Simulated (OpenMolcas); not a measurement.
Cu4+: moving or changing the point charges

Cu4+ among 6 point charges of -2.2 e arranged as an octahedron (Oh), 1.91 Å from the ion.

```json
{"Program": "OpenMolcas 26.06", "Method": "CASSCF", "Basis": "ANO-RCC-VDZP [5s4p2d1f]", "Scalar Hamiltonian": "DKH2, point nucleus", "Active space": "7 electrons in 5 orbitals (3d)", "State averaging": "2S+1 = 4 even, 10 roots; 2S+1 = 2 even, 40 roots", "Spin-orbit coupling": "state interaction with AMFI integrals over the reference wave functions"}
```

Runs around this geometry, states (labels of O, the rotations of Oh). Energies in cm-1 above the lowest state or level, χT in cm3 K/mol; under a threefold ground state the first gap can be a small split of the lowest multiplet, not the spin-orbit step; 10Dq and B are least-squares fits to the states below 45000 cm-1, weighted by degeneracy, with a free offset, and given where the rms deviation is under 5 % of |10Dq| (or 100 cm-1) and under 700 cm-1.

```
R (Å)  q (e)  Ground state  First state of that spin  10Dq  B (rms of fit)  First gap with spin-orbit (degeneracies)  χT at 300 K  First state of another spin
 1.91  -1.43           4T1                  4T2 1439  1654       1584 (58)                              365.5 (2, 4)        4.638                     2E 24654
 1.81   -2.2           4T1                  4T2 2873  3238      1584 (117)                              530.8 (2, 4)        4.072                     2E 24301
 1.91   -2.2           4T1                  4T2 2225  2524       1584 (92)                              473.2 (2, 4)        4.279                     2E 24550
 2.13   -2.2           4T1                  4T2 1318  1514       1584 (56)                              344.0 (2, 4)        4.707                     2E 24655
```

Taking |10Dq| as R^-n, n = -ln(1514 / 3238) / ln(2.13 / 1.81) = 4.7 between the shortest and longest distance. The point-charge formula for a cubic d site gives n = 5.

Scaling the charges by -1.43 / -2.2 = 0.65 scales |10Dq| by 1654 / 2524 = 0.66; with fixed orbitals a first-order splitting would follow the charge.

An orbital triplet at a regular site is open to Jahn-Teller coupling, which can distort the site and quench the lowest spin-orbit gaps and is left out. Without dynamic correlation the repulsion within the d shell is too large (B by tens of per cent), so at a given field states of lower spin stand too high. Point charges give a weaker field than real ligands, and real ions of this kind are often low spin; the high spin found here belongs to the model. This field is weak: 10Dq is about 1654 cm-1, while octahedral complexes of 3d ions of charge 3 and more, computed by the same method with explicit ligands, had a median near 15000 cm-1. Ground spin and moment need not be those of a real site (figures for R = 1.91, q = -1.43; the like holds for R = 1.81, q = -2.2, R = 1.91, q = -2.2, R = 2.13, q = -2.2). The ground term spreads over less than 5000 cm-1, several times less than with real ligands, so orbital moments are less quenched and χT lies further from the spin-only value than at real sites (holds for R = 1.91, q = -1.43; R = 1.91, q = -2.2; R = 2.13, q = -2.2). This is an electrostatic model: the charges have no orbitals. No measured value stands beside these numbers.
